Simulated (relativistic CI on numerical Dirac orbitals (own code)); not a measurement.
## Co3+ in a cubic cluster: 1s photoemission with charge transfer

Computed with a charge-transfer multiplet model of a cubic metal-ligand cluster with up to 3 ligand holes, Slater and spin-orbit integrals from Dirac-Coulomb-Breit ions, Slater integrals scaled by 0.8. The ground state mixes d6 with configurations of k ligand holes L, whose averages lie at kΔ + k(k − 1)U_dd/2; a core hole lowers each added d electron by U_cd. 300 K, Lorentzian 1.1 eV and Gaussian 0.6 eV FWHM.

Atomic integrals in eV (Slater integrals scaled, ζ unscaled), ground: F2dd 10.085, F4dd 6.299, zeta_d 0.071; with the core hole: F2dd 11.409, F4dd 7.160, zeta_d 0.101, G2cd 0.066.

Cluster parameters (eV): Δ = 4.2, U_cd = 8.4, 10Dq = 0.45, 10Dq(ligand) = 0.1, V(eg) = 2.7, V(t2g) = -1.36, final-state hopping factor = 1.

| Case | n_d | d6 | d7L | d8L2 | d9L3 | S |
| --- | --- | --- | --- | --- | --- | --- |
| U_dd = 5.7 eV | 6.28 | 0.74 | 0.25 | 0.02 | 0.00 | 2.00 |
| U_dd = 6.4 eV | 6.27 | 0.74 | 0.24 | 0.01 | 0.00 | 2.00 |
| U_dd = 7.1 eV | 6.27 | 0.74 | 0.24 | 0.01 | 0.00 | 2.00 |
| U_dd = 7.8 eV | 6.27 | 0.75 | 0.24 | 0.01 | 0.00 | 2.00 |
| U_dd = 9.2 eV | 6.26 | 0.75 | 0.24 | 0.01 | 0.00 | 2.00 |

Weights, n_d and S are thermal averages at 300 K. Binding energies count from the first peak over 30 % of the highest in each spectrum, which can be another peak from case to case. The parameters are a model scan and need not match a compound or its usual spin state. Peaks in eV (height, largest 100):
- U_dd = 5.7 eV: 0.0 (100), 2.8 (13), 7.3 (47), 10.8 (5), 13.0 (7)
- U_dd = 6.4 eV: 0.0 (100), 2.8 (12), 5.6 (9), 7.6 (44)
- U_dd = 7.1 eV: 0.0 (100), 2.8 (10), 5.5 (8), 7.9 (41)
- U_dd = 7.8 eV: 0.0 (100), 2.7 (10), 5.4 (8), 8.0 (39)
- U_dd = 9.2 eV: 0.0 (100), 5.3 (7), 8.4 (36)

Curve for U_dd = 6.4 eV (points under 2 left out, the grid thinned):

| E (eV) | Intensity |
| --- | --- |
| -3.8 | 2.7 |
| -3.4 | 3.3 |
| -3.0 | 4.2 |
| -2.6 | 5.6 |
| -2.2 | 7.7 |
| -1.8 | 11.3 |
| -1.4 | 18.2 |
| -1.0 | 32.8 |
| -0.5 | 71.5 |
| -0.1 | 99.6 |
| 0.3 | 83.0 |
| 0.7 | 47.3 |
| 1.1 | 25.6 |
| 1.5 | 16.0 |
| 1.9 | 12.0 |
| 2.3 | 11.1 |
| 2.7 | 11.6 |
| 3.1 | 11.1 |
| 3.5 | 9.8 |
| 3.9 | 8.1 |
| 4.3 | 6.7 |
| 4.7 | 6.9 |
| 5.2 | 8.5 |
| 5.6 | 9.0 |
| 6.0 | 9.3 |
| 6.4 | 12.0 |
| 6.8 | 19.9 |
| 7.2 | 34.4 |
| 7.6 | 43.6 |
| 8.0 | 33.7 |
| 8.4 | 19.3 |
| 8.8 | 11.2 |
| 9.2 | 7.7 |
| 9.6 | 6.0 |
| 10.0 | 4.8 |
| 10.4 | 4.2 |
| 10.8 | 4.3 |
| 11.3 | 4.4 |
| 11.7 | 3.6 |
| 12.1 | 3.1 |
| 12.5 | 3.3 |
| 12.9 | 4.4 |
| 13.3 | 4.9 |
| 13.7 | 3.7 |
| 14.1 | 2.2 |

For the case U_dd = 7.1 eV, Δ = 4.2 eV is smaller than U_dd = 7.1 eV, the charge-transfer side of the Zaanen-Sawatzky-Allen scheme. With the core hole the average of the configuration with one ligand hole lies at Δ − U_cd = -4.2 eV before mixing: the effective hopping of about 4.1 eV (from the holes of the mixed ground state) is comparable with this gap or larger, so the configurations mix strongly.
